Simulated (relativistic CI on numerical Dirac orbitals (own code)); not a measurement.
Cr2+ in a cubic cluster: 1s photoemission with charge transfer

Computed with a charge-transfer multiplet model of a cubic metal-ligand cluster with up to 2 ligand holes, Slater and spin-orbit integrals from Dirac-Coulomb-Breit ions, Slater integrals scaled by 0.8. The ground state mixes d4 with configurations of k ligand holes L, whose averages lie at kΔ + k(k − 1)U_dd/2; a core hole lowers each added d electron by U_cd. 300 K, Lorentzian 1.1 eV and Gaussian 0.6 eV FWHM.

Atomic integrals in eV (Slater integrals scaled, ζ unscaled), ground: F2dd 7.675, F4dd 4.768, zeta_d 0.027; with the core hole: F2dd 9.148, F4dd 5.723, zeta_d 0.045, G2cd 0.043.

Cluster parameters (eV): Δ = 5.6, U_cd = 5.9, 10Dq = 1.05, 10Dq(ligand) = 1.4, V(eg) = 2.95, V(t2g) = -1.54, final-state hopping factor = 1.

| Case | n_d | d4 | d5L | d6L2 | S |
| --- | --- | --- | --- | --- | --- |
| U_dd = 5.2 eV | 4.44 | 0.60 | 0.36 | 0.04 | 2.00 |
| U_dd = 6.6 eV | 4.43 | 0.61 | 0.36 | 0.03 | 2.00 |
| U_dd = 7.3 eV | 4.42 | 0.61 | 0.36 | 0.03 | 2.00 |

Weights, n_d and S are thermal averages at 300 K. Binding energies count from the first peak over 30 % of the highest in each spectrum, which can be another peak from case to case. The parameters are a model scan and need not match a compound or its usual spin state. Peaks in eV (height, largest 100):
- U_dd = 5.2 eV: 0.0 (100), 5.2 (6), 10.4 (12)
- U_dd = 6.6 eV: 0.0 (100), 5.2 (6), 10.7 (11)
- U_dd = 7.3 eV: 0.0 (100), 5.2 (6), 10.8 (10)

Curve for U_dd = 5.2 eV (points under 2 left out, the grid thinned):

(E (eV), Intensity): (-3.5, 3.0), (-3.1, 3.8), (-2.8, 4.6), (-2.5, 5.7), (-2.1, 8.1), (-1.7, 12.2), (-1.4, 17.6), (-1.1, 27.2), (-0.7, 52.0), (-0.3, 88.6), (0.0, 100.0), (0.3, 83.0), (0.7, 46.7), (1.1, 24.6), (1.4, 16.3), (1.7, 11.5), (2.1, 7.8), (2.5, 5.7), (2.8, 4.7), (3.1, 4.0), (3.5, 3.4), (3.9, 3.2), (4.2, 3.3), (4.5, 3.8), (4.9, 5.1), (5.3, 5.7), (5.6, 4.9), (5.9, 3.8), (6.3, 2.7), (6.7, 2.3), (7.0, 2.1), (7.3, 2.1), (7.7, 2.2), (8.1, 2.3), (8.4, 2.4), (8.7, 2.5), (9.1, 3.1), (9.5, 5.0), (9.8, 7.5), (10.1, 10.6), (10.5, 11.8), (10.9, 8.6), (11.2, 5.7), (11.5, 3.6), (11.9, 2.2)

For the case U_dd = 5.2 eV, Δ = 5.6 eV is larger than U_dd = 5.2 eV, the Mott-Hubbard side of the Zaanen-Sawatzky-Allen scheme. With the core hole the average of the configuration with one ligand hole lies at Δ − U_cd = -0.3 eV before mixing: the effective hopping of about 5.5 eV (from the holes of the mixed ground state) is comparable with this gap or larger, so the configurations mix strongly.
